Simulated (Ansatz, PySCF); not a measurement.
The Ansatz (a program for electronic structure) input:
Ansatz 0.2 input:
```yaml
crystal:
  periodic: [false, false, false]
  atoms:
    - {symbol: Sb, position_ang: [0.00179571, -0.00268353, 0.40263206]}
    - {symbol: F, position_ang: [-1.26106459, -0.92708194, -0.76113086]}
    - {symbol: F, position_ang: [-0.18179938, 1.56028347, -0.74936608]}
    - {symbol: F, position_ang: [1.43268829, -0.61799484, -0.77108473]}
basis:
  gaussian:
    orbitals: def2-SVP
hamiltonian:
  xc: pbe
accuracy: high
```

Write the same job for PySCF.

Several could match; the one computed here: 
```python
from pyscf import gto, scf, dft

mol = gto.M(
    atom='''
Sb    0.001796   -0.002684    0.402632
F    -1.261065   -0.927082   -0.761131
F    -0.181799    1.560283   -0.749366
F     1.432688   -0.617995   -0.771085
''',
    basis='def2-svp',
    ecp={'Sb': 'def2-svp'},
    charge=0,
    spin=0,
    verbose=4,
)

mf = dft.RKS(mol)
mf.xc = 'pbe'
mf.grids.atom_grid = (99, 590)
mf.grids.prune = None
mf.kernel()
```

Both were run: Ansatz gave -539.331454 Eh and PySCF -539.331439 Eh, 0.014 mEh apart.
